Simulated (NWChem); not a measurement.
System: tetrafluoroborate (BF4 anion); SMILES F[B-](F)(F)F

Input file for NWChem:

```
start job
memory heap 200 mb stack 900 mb global 1100 mb
charge -1
geometry units angstroms noautoz
  F      0.559251     0.952874    -0.883035
  B     -0.000001    -0.000002     0.000002
  F     -0.715544    -0.968019    -0.742597
  F      1.034798    -0.633592     0.726816
  F     -0.878506     0.648739     0.898814
end
basis spherical
  F library 6-31g*
  B library 6-31g*
end
dft
  xc hfexch
  iterations 150
  mulliken
end
task dft energy
```

NWChem printed, in part:

```
             Northwest Computational Chemistry Package (NWChem) 7.3.0
             --------------------------------------------------------

 C1  symmetry detected

                             Geometry "geometry" -> ""
                             -------------------------

 Output coordinates in angstroms (scale by  1.889725989 to convert to a.u.)

  No.       Tag          Charge          X              Y              Z
 ---- ---------------- ---------- -------------- -------------- --------------
    1 F                    9.0000     0.12897681     0.12900584     1.40257032
    2 B                    5.0000    -0.00000060     0.00000026    -0.00000310
    3 F                    9.0000    -0.56426396    -1.25994698    -0.30765842
    4 F                    9.0000    -0.84008386     1.02576086    -0.49252636
    5 F                    9.0000     1.27537135     0.10518012    -0.60238381

 Effective nuclear repulsion energy (a.u.)     178.6931501764

  xc_inp: hfexch multiplicative factor not found.

                                 NWChem DFT Module
                                 -----------------

 Summary of "ao basis" -> "ao basis" (spherical)
 ------------------------------------------------------------------------------
       Tag                 Description            Shells   Functions and Types
 ---------------- ------------------------------  ------  ---------------------
 F                           6-31g*                  6       14   3s2p1d
 B                           6-31g*                  6       14   3s2p1d

            General Information
            -------------------
          SCF calculation type: DFT
          Wavefunction type:  closed shell.
          No. of atoms     :     5
          No. of electrons :    42
           Alpha electrons :    21
            Beta electrons :    21
          Charge           :    -1
          Spin multiplicity:     1
          Use of symmetry is: off; symmetry adaption is: off
          Maximum number of iterations: 150
          AO basis - number of functions:    70
                     number of shells:    30
          Convergence on energy requested:  1.00D-06
          Convergence on density requested:  1.00D-05
          Convergence on gradient requested:  5.00D-04

              XC Information
              --------------
                     Hartree-Fock (Exact) Exchange  1.000

      Superposition of Atomic Density Guess
      -------------------------------------

 Sum of atomic energies:        -422.01541658

 Renormalizing density from      41.00 to     42

      Non-variational initial energy
      ------------------------------

 Total energy =    -428.747096
 1-e energy   =    -968.508094
 2-e energy   =     361.067847
 HOMO         =      -0.219687
 LUMO         =       0.588260

     ---------------------------------------------
      Total Density - Mulliken Population Analysis
     ---------------------------------------------

    Atom       Charge   Shell Charges
 -----------   ------   -------------------------------------------------------
    1 F    9     9.59   2.00  0.90  3.28  1.03  2.37  0.00
    2 B    5     3.64   2.00  0.37  0.75  0.12  0.27  0.14
    3 F    9     9.59   2.00  0.90  3.28  1.03  2.37  0.00
    4 F    9     9.59   2.00  0.90  3.28  1.03  2.37  0.00
    5 F    9     9.59   2.00  0.90  3.28  1.03  2.37  0.00

   convergence    iter        energy       DeltaE   RMS-Dens  Diis-err
 ---------------- ----- ----------------- --------- --------- ---------
 d= 0,ls=0.0,diis     1   -422.6488878857 -6.01D+02  7.24D-03  6.24D-01
 d= 0,ls=0.0,diis     2   -422.7147046993 -6.58D-02  1.22D-03  3.25D-02
 d= 0,ls=0.0,diis     3   -422.7180450519 -3.34D-03  4.50D-04  8.44D-04
 d= 0,ls=0.0,diis     4   -422.7182001126 -1.55D-04  5.80D-05  6.65D-05
 d= 0,ls=0.0,diis     5   -422.7182065501 -6.44D-06  2.11D-05  3.85D-06
 d= 0,ls=0.0,diis     6   -422.7182071845 -6.34D-07  3.87D-06  7.77D-08

         Total DFT energy =     -422.718207184528
      One electron energy =     -958.854252030397
           Coulomb energy =      402.186661896146
    Exchange-Corr. energy =      -44.743767226688
 Nuclear repulsion energy =      178.693150176410

 Numeric. integr. density =        0.000000000000

                       DFT Final Molecular Orbital Analysis
                       ------------------------------------

 Vector   19  Occ=2.000000D+00  E=-3.539650D-01
              MO Center= -4.2D-02,  1.6D-02, -4.6D-01, r^2= 2.2D+00
   Bfn.  Coefficient  Atom+Function         Bfn.  Coefficient  Atom+Function
  ----- ------------  ---------------      ----- ------------  ---------------
    60      0.375199  5 F  py                31      0.337775  3 F  px
    45     -0.320938  4 F  px                64      0.282916  5 F  py
    35      0.254697  3 F  px                49     -0.242001  4 F  px
    46     -0.226425  4 F  py                50     -0.170734  4 F  py
    32     -0.152624  3 F  py                36     -0.115085  3 F  py

 Vector   20  Occ=2.000000D+00  E=-3.539645D-01
              MO Center= -5.0D-02,  3.1D-01,  2.1D-01, r^2= 2.3D+00
   Bfn.  Coefficient  Atom+Function         Bfn.  Coefficient  Atom+Function
  ----- ------------  ---------------      ----- ------------  ---------------
    47      0.368242  4 F  pz                 3      0.318758  1 F  px
    51      0.277670  4 F  pz                61     -0.263776  5 F  pz
     4     -0.257244  1 F  py                 7      0.240357  1 F  px
    65     -0.198898  5 F  pz                 8     -0.193973  1 F  py
    31     -0.147485  3 F  px                46      0.140380  4 F  py

 Vector   21  Occ=2.000000D+00  E=-3.539644D-01
              MO Center=  9.1D-02, -3.3D-01,  2.5D-01, r^2= 2.3D+00
   Bfn.  Coefficient  Atom+Function         Bfn.  Coefficient  Atom+Function
  ----- ------------  ---------------      ----- ------------  ---------------
    33      0.389061  3 F  pz                 4      0.318706  1 F  py
    37      0.293369  3 F  pz                 3      0.252262  1 F  px
    61     -0.251124  5 F  pz                 8      0.240318  1 F  py
     7      0.190216  1 F  px                65     -0.189358  5 F  pz
    60     -0.163533  5 F  py                64     -0.123311  5 F  py

 Vector   22  Occ=0.000000D+00  E= 6.284650D-01
              MO Center= -5.0D-05, -1.8D-05, -1.6D-04, r^2= 3.0D+00
   Bfn.  Coefficient  Atom+Function         Bfn.  Coefficient  Atom+Function
  ----- ------------  ---------------      ----- ------------  ---------------
    20      2.504407  2 B  s                  6     -0.625554  1 F  s
    34     -0.625660  3 F  s                 48     -0.625663  4 F  s
    62     -0.625639  5 F  s                 16     -0.372436  2 B  s
     9      0.309674  1 F  pz                63      0.281629  5 F  px
    36     -0.278227  3 F  py                50      0.226519  4 F  py

 Vector   23  Occ=0.000000D+00  E= 6.539751D-01
              MO Center= -4.7D-02, -3.9D-02, -2.9D-01, r^2= 3.3D+00
   Bfn.  Coefficient  Atom+Function         Bfn.  Coefficient  Atom+Function
  ----- ------------  ---------------      ----- ------------  ---------------
    23      1.675643  2 B  pz                 6     -0.917253  1 F  s
    62      0.367281  5 F  s                 48      0.303047  4 F  s
     9      0.297552  1 F  pz                37     -0.265434  3 F  pz
    34      0.246671  3 F  s                 51     -0.231313  4 F  pz
    63     -0.225425  5 F  px                65     -0.197836  5 F  pz

 Vector   24  Occ=0.000000D+00  E= 6.539774D-01
              MO Center= -1.7D-01,  1.7D-02,  1.6D-01, r^2= 3.3D+00
   Bfn.  Coefficient  Atom+Function         Bfn.  Coefficient  Atom+Function
  ----- ------------  ---------------      ----- ------------  ---------------
    21      1.651900  2 B  px                62     -0.841489  5 F  s
    34      0.496181  3 F  s                 48      0.412463  4 F  s
     7     -0.292437  1 F  px                22      0.289365  2 B  py
    50     -0.248692  4 F  py                36      0.238802  3 F  py
    65     -0.225874  5 F  pz                63      0.202625  5 F  px

     ---------------------------------------------
      Total Density - Mulliken Population Analysis
     ---------------------------------------------

    Atom       Charge   Shell Charges
 -----------   ------   -------------------------------------------------------
    1 F    9     9.55   2.00  0.92  3.31  1.04  2.27  0.01
    2 B    5     3.81   2.00  0.40  1.07 -0.06  0.19  0.21
    3 F    9     9.55   2.00  0.92  3.31  1.04  2.27  0.01
    4 F    9     9.55   2.00  0.92  3.31  1.04  2.27  0.01
    5 F    9     9.55   2.00  0.92  3.31  1.04  2.27  0.01

     -------------------------------------------
      Total Density - Lowdin Population Analysis
     -------------------------------------------

    Atom       Charge   Shell Charges
 -----------   ------   -------------------------------------------------------
    1 F    9     9.24   1.99  0.91  3.20  0.82  2.30  0.01
    2 B    5     5.02   1.97  0.35  1.08  0.26  0.76  0.60
    3 F    9     9.24   1.99  0.91  3.20  0.82  2.30  0.01
    4 F    9     9.24   1.99  0.91  3.20  0.82  2.30  0.01
    5 F    9     9.24   1.99  0.91  3.20  0.82  2.30  0.01

     Multipole analysis of the density
     ---------------------------------

     L   x y z        total         alpha         beta         nuclear
     -   - - -        -----         -----         ----         -------
     0   0 0 0     -1.000000    -21.000000    -21.000000     41.000000

     1   1 0 0      0.000002      0.000001      0.000001      0.000000
     1   0 1 0      0.000004      0.000002      0.000002      0.000000
     1   0 0 1     -0.000004     -0.000002     -0.000002      0.000000

     2   2 0 0    -22.319975    -54.023609    -54.023609     85.727242
     2   1 1 0     -0.000004     -0.000002     -0.000002      0.000000
     2   1 0 1     -0.000002     -0.000001     -0.000001     -0.000000
     2   0 2 0    -22.320008    -54.023871    -54.023871     85.727734
     2   0 1 1     -0.000002     -0.000001     -0.000001      0.000000
     2   0 0 2    -22.319917    -54.022999    -54.022999     85.726081
```

Level: Hartree-Fock/6-31G* (spherical d). Sets without diffuse functions describe the anion's extra electron poorly. Geometry: optimised at B3LYP/def2-SVPD.
